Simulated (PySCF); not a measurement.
**Working out the ionisation energy of Tc**

Tc [Kr] 4d5 5s2 (6S) → Tc⁺ [Kr] 4d5 5s1 (7S). All numbers are calculated (PySCF 2.14, the spin-free X2C one-electron Hamiltonian (Gaussian nucleus), in x2c-QZVPPall (13s8p7d4f2g, 118 functions)). Frozen: [Ar] 3d10. Energies in hartree (1 hartree = 27.21139 eV):

```
             part    Tc (lower)   Tc⁺ (upper)
              UHF  -4283.099228  -4282.895618
MP2 opposite-spin     -0.295633     -0.250488
    MP2 same-spin     -0.158740     -0.153471
```

What does Hartree-Fock give?

(-4282.895618) − (-4283.099228) = 0.203610 hartree = 5.541 eV.

What do MP2 and SCS-MP2 (6/5 opposite-spin, 1/3 same-spin) give?

The opposite-spin parts differ by 1.228 eV and the same-spin parts by 0.143 eV. MP2: 5.541 + (1.228) + (0.143) = 6.912 eV. SCS-MP2: 5.541 + 1.2 × (1.228) + (0.143)/3 = 7.062 eV.

Measured between the centres of the two terms (NIST): 7.119 eV, so MP2 (valence and next inner shell) is off by -0.207 eV.

What remains against the reference includes basis incompleteness, the frozen core and correlation beyond second order.
